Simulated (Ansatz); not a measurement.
Energy needed to pull apart CH3BSe (SMILES B=C[SeH]), closed shell, into free ground-state atoms, from the structure below (displaced at random from a GFN2-xTB minimum); no zero-point or spin–orbit terms; open-shell atoms are treated unrestricted, in their ground-state multiplicity.

```
atom    x (Å)    y (Å)    z (Å)
  B1  -1.1245   0.4208  -0.1225
  C2   0.1286   0.1076  -0.6153
 Se3   1.6725  -0.7407   0.3487
  H4  -2.1783   0.5056   0.2838
  H5   0.6871   0.5941  -1.5385
  H6   0.7803  -1.1040   1.4998
```

Ansatz 0.2.0; basis: def2-TZVPP; cores frozen in the correlated methods. Filled d shells of the heavier atoms are correlated. The def2 sets are not built for correlating such inner shells, so the correlated values are less sure here.

| method | atomization energy (kcal/mol) |
| --- | --- |
| PBE-D4 | 474.6 |
| BLYP-D4 | 464.5 |
| r2SCAN-D4 | 464.0 |
| B97M-V | 462.7 |
| PBE0-D4 | 462.4 |
| wB97M-V | 459.1 |
| HF | 322.9 |
| MP2 | ? |
| CCSD | ? |
| CCSD(T) | 445.0 |

Q: What does CCSD give? (An estimate is asked for; the value comes from the calculation.)

A: By the calculation: 435.5 kcal/mol, which is about 9.5 kcal/mol less than CCSD(T)/def2-TZVPP.

Q: What does MP2 give? (Judge from chemistry; the value comes from the calculation.)

A: Computed: 452.5 kcal/mol, which is about 7.5 kcal/mol more than CCSD(T)/def2-TZVPP.

In triple zeta the MP2 and coupled-cluster atomization energies are still short of their basis limit by a few kcal/mol a bond, whereas those of the functionals are nearly converged, so these differences are not deviations from converged CCSD(T).

No T1 diagnostic of these runs exceeds 0.013.

For scale, one of the runs: CCSD(T)/def2-TZVPP forces, 152 basis functions (an equivalent command: `ansatz run in.yaml --threads 4`). The run took 75 s on 4 CPU threads (shared host), with 1.8 GiB of host memory at its peak.
